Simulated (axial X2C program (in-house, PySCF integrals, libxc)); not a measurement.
# Density and ELF of GeB⁻

Calculated with an in-house relativistic program for diatomic molecules. Two-component (2c) means X2C with spin–orbit coupling and atomic mean-field two-electron Coulomb and Gaunt terms. Basis: Ge dyall-acv3z [10s10p8d5f1g], B dyall-av3z [8s7p3d2f] (cores contracted in-house); Gaussian nuclei, density fitting, unrestricted open shells. Masses: Ge 73.921 u, B 11.009 u.

PBE0, with spin–orbit coupling, state Ω = 2 (⟨Sz⟩ = 1.00, ⟨Lz⟩ = 1.00 at PBE0); Ge at z = 0, B at z = 1.922 Å.

The maps cover the half plane through the axis: z from -2.4 to 4.2 Å along the bond, ρ from 0.15 to 2.25 Å away from it.

log10 of the density in e/bohr³:

```
 ρ\z  -2.4  -1.8  -1.2  -0.6   0.0   0.6   1.2   1.8   2.4   3.0   3.6   4.2
0.15  -2.9  -2.2  -1.5  -0.5   1.4  -0.5  -0.9   0.3  -1.0  -1.5  -2.3  -3.0
0.45  -3.0  -2.3  -1.6  -0.8   0.2  -0.8  -1.1  -1.0  -1.1  -1.7  -2.3  -3.0
0.75  -3.0  -2.4  -1.7  -1.2  -0.9  -1.2  -1.3  -1.2  -1.4  -1.9  -2.5  -3.1
1.05  -3.2  -2.5  -2.0  -1.5  -1.4  -1.5  -1.6  -1.6  -1.7  -2.1  -2.7  -3.3
1.35  -3.3  -2.7  -2.2  -1.9  -1.7  -1.8  -1.9  -1.9  -2.0  -2.4  -2.9  -3.4
1.65  -3.5  -3.0  -2.5  -2.2  -2.1  -2.1  -2.2  -2.2  -2.4  -2.7  -3.1  -3.6
1.95  -3.6  -3.2  -2.8  -2.5  -2.4  -2.4  -2.5  -2.6  -2.7  -3.0  -3.4  -3.8
2.25  -3.8  -3.4  -3.1  -2.8  -2.7  -2.7  -2.8  -2.9  -3.0  -3.3  -3.6  -4.0
```

Electron localisation function (collinear form, no current term, damped to 0 at low density):

```
 ρ\z  -2.4  -1.8  -1.2  -0.6   0.0   0.6   1.2   1.8   2.4   3.0   3.6   4.2
0.15  0.42  0.81  0.80  0.26  0.26  0.22  0.83  0.98  0.28  0.96  0.92  0.57
0.45  0.39  0.79  0.83  0.20  0.63  0.16  0.83  0.07  0.78  0.95  0.90  0.52
0.75  0.31  0.74  0.85  0.41  0.17  0.31  0.79  0.71  0.88  0.93  0.84  0.41
1.05  0.22  0.65  0.83  0.70  0.43  0.52  0.71  0.75  0.84  0.87  0.73  0.26
1.35  0.13  0.52  0.75  0.76  0.63  0.56  0.60  0.66  0.72  0.74  0.53  0.13
1.65  0.06  0.35  0.61  0.68  0.61  0.50  0.50  0.52  0.55  0.53  0.29  0.05
1.95  0.02  0.18  0.43  0.53  0.50  0.43  0.40  0.38  0.36  0.29  0.12  0.01
2.25  0.01  0.07  0.24  0.37  0.38  0.34  0.30  0.25  0.20  0.12  0.04  0.00
```

Axial spin density in 10⁻³ e/bohr³:

```
 ρ\z  -2.4  -1.8  -1.2  -0.6   0.0   0.6   1.2   1.8   2.4   3.0  3.6  4.2
0.15   0.5   1.9   6.4   5.8  -2.2   8.5  26.4  37.1  67.8  20.7  4.1  0.8
0.45   0.4   1.6   5.3   6.6  -0.5  11.4  18.5  15.5  41.2  15.4  3.4  0.7
0.75   0.3   1.2   3.6   5.4   3.9   9.9  10.9  10.4  19.1   9.1  2.4  0.6
1.05   0.3   0.8   2.2   3.4   4.0   6.4   6.1   5.8   8.1   4.7  1.5  0.4
1.35   0.2   0.5   1.2   1.9   2.6   3.5   3.3   3.0   3.4   2.2  0.9  0.3
1.65   0.1   0.3   0.7   1.0   1.4   1.8   1.7   1.5   1.5   1.1  0.5  0.2
1.95   0.1   0.2   0.3   0.5   0.8   0.9   0.9   0.8   0.7   0.5  0.3  0.1
2.25   0.1   0.1   0.2   0.3   0.4   0.5   0.5   0.4   0.3   0.2  0.1  0.1
```

One determinant describes the state; a PBE0 search over occupations chose it and may have missed a lower one. Density functionals use the spin component along the axis (collinear). PBE0 can misorder states that lie within some tenths of an eV, so this need not be the ground state of the molecule. The nearest other 2c determinant of the search, Ω = 1, lies 0.14 eV up at the distance of the search. Without a current term, density functionals place determinants with orbital angular momentum somewhat too high. With several unpaired electrons one determinant need not be a pure state. Open-shell Ω = 0 determinants with evenly filled partner blocks cannot be reached by this program, so the Ω shown need not be the lowest component. The highest occupied level of some functionals is positive through self-interaction error; at Hartree–Fock it is bound.
